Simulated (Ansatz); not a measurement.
Frontier orbitals of H4InNS2 (`[NH2][In]([SH])[SH]`).

```xyz
8

N    -1.628   -1.010   -0.656
In    0.005   -0.020   -0.021
S     1.291   -0.936    1.761
S     0.708    1.928   -1.195
H    -2.321   -0.472   -1.156
H    -2.090   -1.605    0.016
H     2.226    0.026    1.694
H     1.808    2.088   -0.443
```

Charge 0, multiplicity 1. Correlated methods include outer-core shells of In, which these sets cover unevenly. In: def2 effective core potential. The geometry is a stationary point of PBE0-D4/def2-TZVP. It is one conformer, not always the lowest. Basis def2-TZVPP, Ansatz 0.2.0.

```csv
functional,HOMO (eV),LUMO (eV),gap (eV)
PBE,-6.02,-2.20,3.82
B97M-V,-6.35,-2.02,4.33
PBE0,-7.36,-1.35,6.01
r2SCANh,-6.81,-1.67,5.14
CAM-B3LYP,-8.73,-0.43,8.30
ωB97X-V,-9.77,0.64,10.41
ωB97M-V,-9.61,0.46,10.07
```

From PBE to PBE0 the HOMO moves by −1.34 eV and the LUMO by +0.85 eV, and with ωB97M-V by −3.59 and +2.65 eV, so the gap grows from 3.82 to 10.07 eV with exact exchange. A positive LUMO is unbound and depends on the basis.
